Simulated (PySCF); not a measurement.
C2H3O3, multiplicity 2. Atoms are numbered in the order given.

```xyz
8

C     -0.0413     1.8107     0.0000
O      0.6873     0.5729     0.0000
C      0.0104    -0.5594     0.0000
O      0.6438    -1.6490     0.0000
O     -1.2292    -0.6599     0.0000
H     -1.1248     1.6335     0.0000
H      0.2473     2.3730     0.8986
H      0.2473     2.3730    -0.8986
```
Charge 0, spin multiplicity 2.

Coordinates come from a B3LYP-D3(BJ)/def2-SVP optimisation. A frequency run showed that this geometry is not a minimum. The isomer is the one that the SMILES or the coordinates give; other isomers of the formula were not compared.

Computed with ωB97X/def2-TZVP (PySCF).

Computed frontier levels, dipole moment and polarisability:
```
Property                                                                                                        Result
---------------------------------------------------------------------------------------------  -----------------------
α spin, highest occupied and lowest empty level                                                     -12.25 and 3.12 eV
β spin, highest occupied and lowest empty level                                                    -11.64 and -2.99 eV
dipole moment                                                                                                   3.45 D
quadrupole, principal values (traceless, Buckingham form, about the centre of nuclear charge)    -4.76, 1.84, 2.92 D·Å
mean static polarisability                                                                        40.3 bohr³ (5.98 Å³)
polarisability, principal values                                                                25.3, 37.9, 57.8 bohr³
⟨S²⟩                                                                                           0.758 (pure state 0.75)
```
